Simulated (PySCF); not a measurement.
# Heteronuclear NMR

Geometry:
```json
{"atom": "C1", "x (Å)": "-2.624", "y (Å)": "-0.750", "z (Å)": "-0.367"}
{"atom": "C2", "x (Å)": "-1.340", "y (Å)": "-0.096", "z (Å)": "0.011"}
{"atom": "C3", "x (Å)": "-1.202", "y (Å)": "1.004", "z (Å)": "0.769"}
{"atom": "P4", "x (Å)": "0.555", "y (Å)": "1.393", "z (Å)": "0.928"}
{"atom": "O5", "x (Å)": "1.144", "y (Å)": "1.602", "z (Å)": "2.252"}
{"atom": "C6", "x (Å)": "1.047", "y (Å)": "-0.044", "z (Å)": "-0.059"}
{"atom": "Si7", "x (Å)": "2.842", "y (Å)": "-0.460", "z (Å)": "-0.396"}
{"atom": "C8", "x (Å)": "-0.074", "y (Å)": "-0.667", "z (Å)": "-0.450"}
{"atom": "H9", "x (Å)": "-3.471", "y (Å)": "-0.249", "z (Å)": "0.094"}
{"atom": "H10", "x (Å)": "-2.747", "y (Å)": "-0.728", "z (Å)": "-1.450"}
{"atom": "H11", "x (Å)": "-2.616", "y (Å)": "-1.794", "z (Å)": "-0.056"}
{"atom": "H12", "x (Å)": "-2.007", "y (Å)": "1.570", "z (Å)": "1.203"}
{"atom": "H13", "x (Å)": "0.749", "y (Å)": "2.470", "z (Å)": "0.057"}
{"atom": "H14", "x (Å)": "2.854", "y (Å)": "-1.640", "z (Å)": "-1.264"}
{"atom": "H15", "x (Å)": "3.447", "y (Å)": "0.684", "z (Å)": "-1.084"}
{"atom": "H16", "x (Å)": "3.518", "y (Å)": "-0.728", "z (Å)": "0.869"}
{"atom": "H17", "x (Å)": "-0.082", "y (Å)": "-1.555", "z (Å)": "-1.066"}
```

No relativistic terms, gas phase, a single conformation, one averaged value for each set of equivalent atoms. GFN2-xTB structure; GIAO PBE0/pcSseg-1 shieldings; PySCF 2.14.

(1) Predict the ³¹P NMR data.

(2) Predict the ²⁹Si NMR data.

(3) What are the ¹⁷O shifts?

## Answers

(1) 
| atoms | environment | σ (ppm) | δ (ppm) |
| --- | --- | --- | --- |
| P4 | phosphorus bonded to 2 C, O, H, in a 5-membered ring | 310.1 | 13.2 |

Shieldings were converted by a linear fit to measured shifts: ³¹P (scatter 18.1 ppm rms vs H3PO4, solution or neat liquid). Occasional misses reach two or three times the rms, and more in compound classes unlike the fitted ones.

On a 400 MHz spectrometer ³¹P resonates near 161.9 MHz, so 1 ppm is 161.9 Hz.

(2) 
```json
{"atoms": "Si7", "environment": "silicon bonded to C, 3 H", "σ (ppm)": "430.2", "δ (ppm)": "-73.6"}
```

Shieldings were converted by a linear fit to measured shifts: ²⁹Si (scatter 8.9 ppm rms, 25.8 ppm with the 6 outliers that the fit left out vs TMS, solution or neat liquid). Occasional misses reach two or three times the rms, and more in compound classes unlike the fitted ones.

On a 500 MHz spectrometer ²⁹Si resonates near 99.3 MHz, so 1 ppm is 99.3 Hz.

(3) 
| atoms | environment | σ (ppm) | δ (ppm) |
| --- | --- | --- | --- |
| O5 | P=O oxygen | 267.4 | 23.1 |

Shieldings were converted by a linear fit to measured shifts: ¹⁷O: δ = 266.70 − 0.911σ (rms 10.7 ppm, 155 shifts, 12.2 ppm with the 3 outliers that the fit left out vs liquid water, solution or neat liquid). Occasional misses reach two or three times the rms, and more in compound classes unlike the fitted ones.

On a 400 MHz spectrometer ¹⁷O resonates near 54.2 MHz, so 1 ppm is 54.2 Hz.
